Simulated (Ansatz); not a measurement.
I₄Ti (SMILES [I][Ti]([I])([I])[I]), singlet, geometry from GFN2-xTB (such geometries of metal compounds can be far from the true shape) (all electrons, no relativity). Base run: R2SCAN/3-21G run with Ansatz (an electronic-structure program).

Input for Ansatz:
Ansatz 0.2 input:
```yaml
crystal:
  periodic: [false, false, false]
  atoms:
    - {symbol: Ti, position_ang: [-0.00000000, 0.00000000, -0.00000000]}
    - {symbol: I, position_ang: [2.09524070, -0.59546698, -1.49603154]}
    - {symbol: I, position_ang: [0.78783176, 0.44202976, 2.48327520]}
    - {symbol: I, position_ang: [-1.17364265, 2.16819622, -0.95090116]}
    - {symbol: I, position_ang: [-1.70942982, -2.01475900, -0.03634250]}
basis:
  gaussian:
    orbitals: 3-21G.json
hamiltonian:
  xc: r2scan
```
The basis file holds 3-21G in the JSON format of the Basis Set Exchange.

Variants of this job, named by their change:

| change | ΔE vs base (kcal/mol) |
|---|---|
| base | 0.000 |
| lower_state_search = full | 0.000 |
| point_charge = charge:-1.0 position_ang:4.8903, 2.7806, 0.4372 | -2.79 |
| forces = on | 0.000 |
| nuclear_model = gaussian | … |
| lower_state_search = off | 0.000 |
| final_grid = 10, 20, 41 | -0.006 |
| final_grid = 4, 8, 17 | … |
| final_grid = 14, 28, 59 | 0.001 |

Fill in the missing entries.


- nuclear_model = gaussian, ΔE vs base (kcal/mol): 177.9
- final_grid = 4, 8, 17, ΔE vs base (kcal/mol): 0.581
